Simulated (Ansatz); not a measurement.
Geometry optimisation, Ansatz 0.2.0, RKS PBE0-D4/def2-SVP.

The input (input.yaml):

```yaml
crystal:
  periodic: [false, false, false]
  atoms:
    - { symbol: O, position_ang: [-0.26417, 1.52084, -1.55678] }
    - { symbol: Al, position_ang: [0.40621, 1.05705, -0.13216] }
    - { symbol: Si, position_ang: [-0.00939, -1.21058, 0.6257] }
    - { symbol: F, position_ang: [-0.85761, -1.20343, 2.01611] }
    - { symbol: H, position_ang: [-0.63396, 1.83799, -2.37089] }
    - { symbol: H, position_ang: [1.19416, 2.12866, 0.66681] }
    - { symbol: H, position_ang: [-0.91946, -1.99875, -0.23456] }
    - { symbol: H, position_ang: [1.08421, -2.13179, 0.98576] }
basis:
  gaussian: { orbitals: def2-SVP }
hamiltonian:
  xc: pbe0
  dispersion: d4
relax:
  f_tol: 0.02
  max_steps: 50
```

Command:

```bash
$ ansatz run input.yaml --threads 2 --pin off --max-ram 3072MiB --backend cpu --events-out ev --progress --plain --runs-dir out
```

Q: Where does it end, and by what steps?

A: It converged. The force dipped under the threshold on the way, but the program's further checks kept it going. After 28 steps the energy has fallen by 0.264 eV; H6 moved furthest, 0.93 Å.

```tsv
step	energy less start (eV)	largest force component (eV/Å)	accepted
0	0.0000	0.938	yes
1	-0.1175	0.537	yes
2	-0.1408	0.434	yes
3	-0.1467	0.324	yes
4	-0.1496	0.157	yes
5	-0.1526	0.122	yes
6	-0.1562	0.184	yes
7	-0.1584	0.341	yes
8	-0.1622	0.385	yes
9	-0.1905	0.380	yes
10	-0.1276	2.298	no
11	-0.2238	0.404	yes
12	-0.2356	0.826	yes
13	-0.2461	0.321	yes
14	-0.2309	0.442	no
15	-0.2592	0.084	yes
16	-0.2602	0.027	yes
17	-0.2606	0.035	yes
18	-0.2610	0.056	yes
19	-0.2615	0.109	yes
20	-0.2618	0.111	yes
21	-0.2625	0.137	yes
22	-0.2616	0.201	no
23	-0.2630	0.125	yes
24	-0.2632	0.106	yes
25	-0.2635	0.075	yes
26	-0.2638	0.018	yes
27	-0.2639	0.017	yes
28	-0.2639	0.014	yes
```

```xyz
8
Properties=species:S:1:pos:R:3
O 0.083 1.180 -1.813
Al 0.119 1.049 -0.112
Si -0.126 -1.258 0.681
F -0.096 -1.249 2.320
H 0.161 1.980 -2.336
H 0.299 2.350 0.786
H -1.415 -1.892 0.258
H 0.976 -2.160 0.215
```

The run took 34 s on 2 threads of Intel(R) Xeon(R) 6975P-C (Granite Rapids), with other jobs on the host, peak memory 0.17 GiB.
